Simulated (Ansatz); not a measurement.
Species: C2H7GeO (charge 0, doublet). It need not be the lowest isomer of its formula. 
Geometry from a B3LYP-D3(BJ)/def2-TZVP (Ansatz, a first-principles code) optimisation:
```
C
O 1 1.3641
H 1 1.0887 2 117.00
C 1 1.4820 3 120.65 2 149.61
H 4 1.0909 1 110.41 3 34.69
H 4 1.0936 5 108.53 1 -121.81
H 4 1.1005 5 107.82 6 -115.44
Ge 2 1.8038 1 119.20 3 -36.49
H 8 1.5312 2 104.00 1 171.22
H 8 1.5375 9 112.63 2 -117.37
H 8 1.5399 9 112.50 10 -126.14
```
Charge 0, spin multiplicity 2.

Total electronic energies in hartree. Valence correlation only, unless marked. Open shells are spin-unrestricted. Spin-orbit coupling is left out. The frozen core is the preceding noble-gas configuration, with the filled d and f shells of earlier blocks. No relativistic terms. CBS(X,Y): correlation extrapolated as X^-3; Hartree-Fock from the larger set. The bracket is a focal-point correction in the basis named.

```json
[
 {"level": "HF/6-31G", "program": "Ansatz", "energy (Eh)": "-2229.58307"},
 {"level": "HF/6-31G*", "program": "Ansatz", "energy (Eh)": "-2229.70268"},
 {"level": "HF/cc-pVDZ", "program": "Ansatz", "energy (Eh)": "-2229.97549"},
 {"level": "HF/cc-pVTZ", "program": "Ansatz", "energy (Eh)": "-2230.10051"},
 {"level": "HF/cc-pVQZ", "program": "Ansatz", "energy (Eh)": "-2230.11634"},
 {"level": "BLYP-D3(BJ)/def2-TZVPD", "program": "Ansatz + dftd3", "energy (Eh)": "-2232.66824"},
 {"level": "BLYP-D4/def2-TZVPD", "program": "Ansatz + dftd4", "energy (Eh)": "-2232.66871"},
 {"level": "revPBE-D3(BJ)/def2-TZVPD", "program": "Ansatz + dftd3", "energy (Eh)": "-2232.46641"},
 {"level": "r2SCANh-D4/def2-TZVPD", "program": "Ansatz + dftd4", "energy (Eh)": "-2232.55163"},
 {"level": "MP2/STO-3G", "program": "Ansatz", "energy (Eh)": "-2204.62152"},
 {"level": "MP2/cc-pVQZ", "program": "Ansatz", "energy (Eh)": "-2230.84665"},
 {"level": "SCS-MP2/aug-cc-pVDZ", "program": "Ansatz", "energy (Eh)": "-2230.56585"},
 {"level": "CCSD(T)/cc-pVDZ", "program": "Ansatz", "energy (Eh)": "-2230.59126"},
 {"level": "RI-MP2/CBS(aug-cc-pVTZ,aug-cc-pVQZ)+[CCSD(T)-MP2]/aug-cc-pVDZ", "program": "Ansatz", "energy (Eh)": "-2230.9562"},
 {"level": "CCSD(T)/CBS(cc-pVTZ,cc-pVQZ)", "program": "Ansatz", "energy (Eh)": "-2230.9454"}
]
```

Totals of different functionals don't rank their quality; only differences between species are comparable.
